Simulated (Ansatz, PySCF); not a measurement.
Spin states of CoHO (SMILES [OH][Co]), each relaxed with B3LYP-D3(BJ)/def2-TZVP.
State 1 (charge 0, multiplicity 3):
```
atom    x (Å)    y (Å)    z (Å)
----  -------  -------  -------
Co    -0.8925  -0.6502  -0.7827
O      0.4251  -0.1293   0.2874
H      0.4342   0.8269   0.4250
```
State 2 (charge 0, multiplicity 5):
```xyz
3

Co    -0.921    -0.715    -0.814
O      0.386    -0.084     0.264
H      0.502     0.847     0.480
```

Singlets are restricted, other states unrestricted; no spin–orbit coupling, no relativity up to Kr; see below for the cores. The largest T1 diagnostic is 0.045.

Programs: Ansatz (Gaussian orbitals); PySCF for the dispersion terms. Each number belongs to the level named beside it.

Task: One of these levels gives 68.4 kJ/mol for the energy of the multiplicity-5 state less that of the multiplicity-3 state. Name it.
(A) BLYP/def2-TZVPP
(B) B97M-V/def2-TZVPP
(C) PBE-D4/def2-TZVPP
(D) SVWN5/def2-TZVPP

Result: A, BLYP/def2-TZVPP. The others give 76.0 (SVWN5/def2-TZVPP), 58.5 (PBE-D4/def2-TZVPP), 27.1 (B97M-V/def2-TZVPP)

Doubts at one or more of the structures used: a spin-contaminated determinant (B97M-V/def2-TZVPP).

Ansatz is a quantum-chemistry and plane-wave program.
